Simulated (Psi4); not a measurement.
HFPbS, singlet, at a GFN2-xTB geometry (such geometries of metal compounds can be far from the true shape) (core potentials on Pb), atoms displaced at random by about 0.03 Å a coordinate; B3LYP/def2-SVP, gradient (Psi4 1.11).

Input for Psi4:
```
memory 2 GB

molecule {
0 1
Pb    0.19213178   -0.17022001    0.37457112
F     0.28655741   -1.72366100   -1.01546030
S    -0.91911743    1.61055946   -1.12317081
H    -1.00192681    2.50796370   -0.22510400
symmetry c1
no_reorient
no_com
}

set {
  basis def2-svp
}

gradient('b3lyp')
print_variables()
```

Predict the main parts of the log of this Psi4 run.


```
gradient() will perform analytic gradient computation.

   => Loading Basis Set <=

    Name: DEF2-SVP
    Role: ORBITAL
    Keyword: BASIS

    !!!  WARNING: ECP capability is in beta. Please check occupations closely.  !!!

         ---------------------------------------------------------
                                   SCF
               by Justin Turney, Rob Parrish, Andy Simmonett
                          and Daniel G. A. Smith
                              RKS Reference
         ---------------------------------------------------------

  ==> Geometry <==

    Molecular point group: c1
    Full point group: C1

    Geometry (in Angstrom), charge = 0, multiplicity = 1:

       Center              X                  Y                   Z               Mass
    ------------   -----------------  -----------------  -----------------  -----------------
         PB           0.192131780000    -0.170220010000     0.374571120000   207.976652500000
         F            0.286557410000    -1.723661000000    -1.015460300000    18.998403162730
         S           -0.919117430000     1.610559460000    -1.123170810000    31.972071174400
         H           -1.001926810000     2.507963700000    -0.225104000000     1.007825032230

  Running in c1 symmetry.

  Rotational constants: A =      0.23412  B =      0.08176  C =      0.06061 [cm^-1]
  Rotational constants: A =   7018.83552  B =   2451.18552  C =   1817.06589 [MHz]
  Nuclear repulsion =  155.535380848433874

  Charge       = 0
  Multiplicity = 1
  Electrons    = 48
  Nalpha       = 24
  Nbeta        = 24

  ==> Algorithm <==

  SCF Algorithm Type is DF.
  DIIS enabled.
  MOM disabled.
  Fractional occupation disabled.
  Guess Type is SAD.
  Energy threshold   = 1.00e-08
  Density threshold  = 1.00e-08
  Integral threshold = 1.00e-12

  ==> Primary Basis <==

  Basis Set: DEF2-SVP
    Blend: DEF2-SVP
    Number of shells: 27
    Number of basis functions: 63
    Number of Cartesian functions: 67
    Spherical Harmonics?: true
    Max angular momentum: 2

  Core potential: DEF2-SVP
    Number of shells: 4
    Number of ECP primitives: 18
    Number of ECP core electrons: 60
    Max angular momentum: 3

  ==> DFT Potential <==

   => LibXC <=

    Version 7.1.2
    S. Lehtola, C. Steigemann, M. J. T. Oliveira, and M. A. L. Marques,  SoftwareX 7, 1–5 (2018) (10.1016/j.softx.2017.11.002)

   => Composite Functional: B3LYP <=

    B3LYP Hyb-GGA Exchange-Correlation Functional

    P. J. Stephens, F. J. Devlin, C. F. Chabalowski, and M. J. Frisch,  J. Phys. Chem. 98, 11623 (1994) (10.1021/j100096a001)

    Deriv               =              1
    GGA                 =           TRUE
    Meta                =          FALSE

    Exchange Hybrid     =           TRUE
    MP2 Hybrid          =          FALSE

   => Exchange Functionals <=

    0.0800   Slater exchange
    0.7200         Becke 88

   => Exact (HF) Exchange <=

    0.2000               HF

   => Correlation Functionals <=

    0.1900   Vosko, Wilk & Nusair (VWN5_RPA)
    0.8100   Lee, Yang & Parr

   => LibXC Density Thresholds  <==

    XC_HYB_GGA_XC_B3LYP:  1.00E-15

   => Molecular Quadrature <=

    Radial Scheme          =       TREUTLER
    Pruning Scheme         =           NONE
    Nuclear Scheme         =       TREUTLER

    Blocking Scheme        =         OCTREE
    BS radius alpha        =              1
    Pruning alpha          =              1
    Radial Points          =             75
    Spherical Points       =            302
    Total Points           =          86029
    Total Blocks           =            713
    Max Points             =            256
    Max Functions          =             62
    Weights Tolerance      =       1.00E-15

   => Loading Basis Set <=

    Name: (DEF2-SVP AUX)
    Role: JKFIT
    Keyword: DF_BASIS_SCF

  ==> Integral Setup <==

  SCF_SUBTYPE=INCORE selected. In-core MEM_DF algorithm will be used.
  Using in-core AOs.

  ==> MemDFJK: Density-Fitted J/K Matrices <==

[...]
  @DF-RKS Final Energy:  -691.44645230341166
    Total Energy =                       -691.4464523034116610
[...]
                       Andy Simmonett, and Alex Sokolov
         ------------------------------------------------------------

  ==> Geometry <==

    Molecular point group: c1
    Full point group: C1

    Geometry (in Angstrom), charge = 0, multiplicity = 1:

       Center              X                  Y                   Z               Mass
    ------------   -----------------  -----------------  -----------------  -----------------
         PB           0.192131780000    -0.170220010000     0.374571120000   207.976652500000
         F            0.286557410000    -1.723661000000    -1.015460300000    18.998403162730
         S           -0.919117430000     1.610559460000    -1.123170810000    31.972071174400
         H           -1.001926810000     2.507963700000    -0.225104000000     1.007825032230

  Nuclear repulsion =  155.535380848433874

  ==> Basis Set <==

  Basis Set: DEF2-SVP
    Blend: DEF2-SVP
    Number of shells: 27
    Number of basis functions: 63
    Number of Cartesian functions: 67
    Spherical Harmonics?: true
    Max angular momentum: 2

  Core potential: DEF2-SVP
    Number of shells: 4
    Number of ECP primitives: 18
    Number of ECP core electrons: 60
    Max angular momentum: 3

  ==> DFJKGrad: Density-Fitted SCF Gradients <==

    Gradient:                    1
    J tasked:                  Yes
    K tasked:                  Yes
    wK tasked:                  No
    Integrals threads:           1
    Schwarz Cutoff:          1E-12
    Fitting Condition:       1E-10

   => Auxiliary Basis Set <=

  Basis Set: (DEF2-SVP AUX)
    Blend: DEF2-UNIVERSAL-JKFIT
    Number of shells: 122
    Number of basis functions: 474
    Number of Cartesian functions: 629
    Spherical Harmonics?: true
    Max angular momentum: 6

  ==> DFT Potential <==

   => LibXC <=

    Version 7.1.2
    S. Lehtola, C. Steigemann, M. J. T. Oliveira, and M. A. L. Marques,  SoftwareX 7, 1–5 (2018) (10.1016/j.softx.2017.11.002)

   => Composite Functional: B3LYP <=

    B3LYP Hyb-GGA Exchange-Correlation Functional

    P. J. Stephens, F. J. Devlin, C. F. Chabalowski, and M. J. Frisch,  J. Phys. Chem. 98, 11623 (1994) (10.1021/j100096a001)

    Deriv               =              1
    GGA                 =           TRUE
    Meta                =          FALSE

    Exchange Hybrid     =           TRUE
    MP2 Hybrid          =          FALSE

   => Exchange Functionals <=

    0.0800   Slater exchange
    0.7200         Becke 88

   => Exact (HF) Exchange <=

    0.2000               HF

   => Correlation Functionals <=

    0.1900   Vosko, Wilk & Nusair (VWN5_RPA)
    0.8100   Lee, Yang & Parr

   => LibXC Density Thresholds  <==

    XC_HYB_GGA_XC_B3LYP:  1.00E-15

   => Molecular Quadrature <=

    Radial Scheme          =       TREUTLER
    Pruning Scheme         =           NONE
    Nuclear Scheme         =       TREUTLER

    Blocking Scheme        =         OCTREE
    BS radius alpha        =              1
    Pruning alpha          =              1
    Radial Points          =             75
    Spherical Points       =            302
    Total Points           =          86029
    Total Blocks           =            713
    Max Points             =            256
    Max Functions          =             62
    Weights Tolerance      =       1.00E-15

  -Total Gradient:
     Atom            X                  Y                   Z
    ------   -----------------  -----------------  -----------------
       1       -0.000617866928     0.003514020492     0.000992008363
       2        0.000795415524    -0.005699129888    -0.003011100011
       3       -0.002110342931     0.037062079096     0.040163450808
       4        0.001804402376    -0.034675570639    -0.038305685582

  Variable Map:
  ----------------------------------------------------------------------------
[...]
  Array Variable Map:
  ----------------------------------------------------------------------------
[...]
[...]
```
